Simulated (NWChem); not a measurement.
# Atomisation of CH7InO2

SMILES: CO.[OH][InH2]
```xyz
11

In    -0.6982    -0.0355    -0.2364
H     -1.5092    -0.9192     1.0032
H     -0.8483    -0.1290    -1.9571
O      0.1083     1.6904     0.4851
H      0.3344     2.3020    -0.2241
C      2.3856    -0.3807     0.8893
O      1.4536    -1.0227     0.0268
H      2.4012    -0.8508     1.8860
H      2.0279     0.6551     0.9854
H      3.3974    -0.4004     0.4534
H      1.6009    -1.9740     0.0066
```
Charge 0, spin multiplicity 1.

Program: NWChem. All single points use one geometry, from PBE0/def2-SVP with def2 effective core potentials on In, with no frequency check, so it may be a saddle point. It is one conformer; others weren't searched.

Basis set: def2-TZVP. The atomisation energy is electronic alone: no zero-point, thermal, spin-orbit or counterpoise terms. No value is extrapolated to the basis-set limit. Free atoms are single determinants with multiplicities In 2, H 2, O 3, C 3.

Effective core potentials replace the inner electrons of In; spin-orbit coupling is left out. The structure started from a generated list of species. The stability of the SCF solutions was not checked. Open-shell Hartree-Fock references start from PBE0 orbitals.

Question: One of these methods gave an atomisation energy of 828.8 kcal/mol. Which?
(A) PBE
(B) BLYP
(C) HF
(D) LDA (SVWN5)

Answer: A, PBE. The others give 951.3 (LDA (SVWN5)), 812.0 (BLYP), 576.7 (HF).
